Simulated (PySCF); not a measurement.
```xyz
7

C      1.7330     1.3278     1.2187
N      0.8074     0.7587     0.7866
C     -0.3176     0.1094     0.3278
C     -0.3344    -0.6096    -0.7875
H     -1.1906     0.2349     0.9556
H     -1.2458    -1.0977    -1.0998
H      0.5479    -0.7235    -1.4015
```

Charge 0, multiplicity 1.

Problem. Give the Mulliken and meta-Löwdin atomic charges from TPSSh-D3(BJ)/def2-TZVP // B3LYP-D3(BJ)/def2-TZVP in PySCF.

Solution. 
| atom | Mulliken (e) | meta-Löwdin (e) |
|---|---|---|
| C1 | -0.27 | -0.11 |
| N2 | 0.09 | -0.06 |
| C3 | -0.04 | -0.02 |
| C4 | -0.22 | -0.23 |
| H5 | 0.15 | 0.14 |
| H6 | 0.14 | 0.14 |
| H7 | 0.15 | 0.14 |
